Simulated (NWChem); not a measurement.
Species: C2H4FGaO; SMILES [F][Ga]([OH])[CH]=C

```xyz
9

Ga    -0.0178     0.2900    -0.0003
F     -1.0194     1.7356    -0.0003
C     -0.7498    -1.4916    -0.0007
C      0.0481    -2.5670     0.0009
H     -1.8366    -1.6318    -0.0021
H     -0.3567    -3.5866     0.0008
H      1.1407    -2.4844     0.0024
O      1.7256     0.6232     0.0003
H      1.9395     1.5623     0.0003
```
Atoms are numbered in this order, from 1.

Level: PBE0/def2-SVP (NWChem), optimised geometry, unscaled harmonic frequencies. 

Task: List the harmonic frequencies with IR intensities, and the thermochemistry.

Result: 
```csv
frequency (cm⁻¹),IR intensity (km/mol)
71,0.0
92,0.3
187,12.7
190,39.7
298,5.0
373,133.2
485,33.3
589,4.3
700,78.1
732,109.4
809,81.4
1003,8.6
1012,28.8
1047,16.1
1262,3.6
1419,14.3
1673,10.0
3137,9.1
3184,2.0
3236,2.4
3910,89.1
```

```yaml
zero_point_energy: 36.3 kcal/mol
thermal correction to the enthalpy at 298.15 K (with zero-point energy): 41.4 kcal/mol
heat capacity Cv: 22.7 cal/(mol K)
entropy at 298.15 K and 1 atm (symmetry number 1): 84.3 cal/(mol K)
dipole_moment: 1.60 D
```

Rigid rotor and harmonic oscillator; modes under 100 cm⁻¹ make the entropy uncertain.
